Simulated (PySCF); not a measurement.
C5H7BO, SMILES C=CB(O)C#CC.

Geometry: PBE0-D3(BJ)/def2-SVP. The structure was generated by enumeration, and PubChem lists no compound with its InChIKey, so it may never have been made. Other conformers were not sampled.

Two levels are set side by side: TDA-PBE/def2-SVPD (PySCF) and TDA-M06-2X/def2-SVPD (PySCF). Vertical, same geometry. The lowest singlet is HOMO→LUMO 100 % with PBE and HOMO−1→LUMO 83 % with the other functional; states are paired by order. Differences are taken from unrounded values.

| quantity | TDA-M06-2X |
|---|---|
| lowest singlet excitation (eV) | 4.84 |
| lowest triplet excitation (TDA) (eV) | 4.02 |
| first bright state (f over 0.05) (eV) | 5.85 |
| its oscillator strength | 0.28 |

**Question.** What does TDA-PBE give, and how far is it from TDA-M06-2X? (The exact figures need the calculation; the answer reports its results.)

**Answer.** 
```tsv
quantity	TDA-PBE	TDA-PBE minus TDA-M06-2X
lowest singlet excitation (eV)	4.14	-0.70
lowest triplet excitation (TDA) (eV)	3.64	-0.37
first bright state (f over 0.05) (eV)	4.89	-0.96
its oscillator strength	0.21	-0.07
```

Functionals without exact exchange tend to place singlet excitations lower, as here. Differences between two approximate levels are no errors against the true value.

Rough cost on one machine, each run with all the roots and properties that it gave: TDA-M06-2X against TDA-PBE about 10 times.
